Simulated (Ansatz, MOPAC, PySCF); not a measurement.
Stepwise substitution at one centre (In H-NH2). Gas-phase values, no solvent. One relaxed conformer stands for each flexible species; it need not be the lowest. Strings in code marks are SMILES.

Quantity: vertical ionisation energy (energy after one electron is removed minus that of the parent at the parent's geometry), in eV.

Level 1: frozen-core MP2/def2-TZVPP // r2SCAN-D4/def2-TZVP (Ansatz, a quantum-chemistry and plane-wave program)
Level 2: minus the HOMO energy of PM6 // r2SCAN-D4/def2-TZVP (MOPAC)
Level 3: minus the HOMO energy of SVWN5/6-31G* (LANL2DZ on In) // r2SCAN-D4/def2-TZVP (PySCF)
Level 4: HF/def2-TZVPP // r2SCAN-D4/def2-TZVP (Ansatz)

```json
[
 {"species": "`[NH2][InH][NH2]`", "level 1": "9.34", "level 2": "9.18", "level 3": "4.98", "level 4": "7.67"},
 {"species": "`[NH2][InH2]`", "level 1": "9.26", "level 2": "8.84", "level 3": "5.45", "level 4": "7.53"}
]
```
